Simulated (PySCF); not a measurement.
C₄H₉FSi. Atoms are numbered in the order given.

```xyz
15

C      2.8793     0.4152     0.0288
C      1.5355     0.1680    -0.5919
C      0.4253    -0.1541     0.0777
F      0.4775    -0.2726     1.4362
Si    -1.2946    -0.4682    -0.6247
C     -2.5243     0.6841     0.1993
H      3.2375     1.4316    -0.2044
H      2.8350     0.3016     1.1204
H      3.6286    -0.2902    -0.3672
H      1.4406     0.2536    -1.6799
H     -1.6729    -1.8890    -0.3655
H     -1.2159    -0.2454    -2.0983
H     -2.2918     1.7347    -0.0351
H     -3.5553     0.4743    -0.1261
H     -2.4746     0.5586     1.2926
```

The structure is a stationary point at ωB97X-D3(BJ)/def2-SVP. The structure was generated by enumeration; whether it is a known compound was not checked. The values are those of a single conformer.

These are TDA-B3LYP/def2-SVPD (PySCF) values and carry that method's errors.

Vertical excitations. The molecule is in vacuum.

```json
[
 {"state": "S1", "energy (eV)": "6.32", "λ (nm)": "196", "f": "0.022", "main pairs": "HOMO→LUMO+1 88 %"},
 {"state": "S2", "energy (eV)": "6.70", "λ (nm)": "185", "f": "0.217", "main pairs": "HOMO→LUMO+2 54 %, HOMO→LUMO 41 %"},
 {"state": "S3", "energy (eV)": "7.11", "λ (nm)": "174", "f": "0.159", "main pairs": "HOMO→LUMO+3 63 %, HOMO→LUMO 14 %"},
 {"state": "S4", "energy (eV)": "7.24", "λ (nm)": "171", "f": "0.057", "main pairs": "HOMO−1→LUMO 45 %, HOMO→LUMO+4 26 %, HOMO→LUMO+2 11 %"},
 {"state": "S5", "energy (eV)": "7.28", "λ (nm)": "170", "f": "0.142", "main pairs": "HOMO−1→LUMO 30 %, HOMO→LUMO+3 30 %, HOMO→LUMO+2 13 %, HOMO→LUMO 12 %"},
 {"state": "S6", "energy (eV)": "7.48", "λ (nm)": "166", "f": "0.071", "main pairs": "HOMO→LUMO+4 70 %, HOMO−1→LUMO 13 %"},
 {"state": "S7", "energy (eV)": "7.71", "λ (nm)": "161", "f": "0.086", "main pairs": "HOMO→LUMO+5 72 %"},
 {"state": "S8", "energy (eV)": "7.87", "λ (nm)": "158", "f": "0.001", "main pairs": "HOMO→LUMO+6 88 %"},
 {"state": "S9", "energy (eV)": "7.91", "λ (nm)": "157", "f": "0.018", "main pairs": "HOMO−2→LUMO 47 %, HOMO−3→LUMO 43 %"},
 {"state": "S10", "energy (eV)": "8.08", "λ (nm)": "153", "f": "0.016", "main pairs": "HOMO−3→LUMO 37 %, HOMO−2→LUMO 23 %, HOMO→LUMO+7 23 %, HOMO−1→LUMO+1 9 %"},
 {"state": "T1", "energy (eV)": "4.21", "λ (nm)": "295", "f": "0", "main pairs": "HOMO→LUMO 88 %"},
 {"state": "T2", "energy (eV)": "6.16", "λ (nm)": "201", "f": "0", "main pairs": "HOMO→LUMO+1 91 %"},
 {"state": "T3", "energy (eV)": "6.64", "λ (nm)": "187", "f": "0", "main pairs": "HOMO−1→LUMO 72 %, HOMO→LUMO+2 19 %"},
 {"state": "T4", "energy (eV)": "6.72", "λ (nm)": "184", "f": "0", "main pairs": "HOMO→LUMO+2 69 %, HOMO−1→LUMO 19 %"}
]
```
Triplets are in the Tamm–Dancoff approximation.
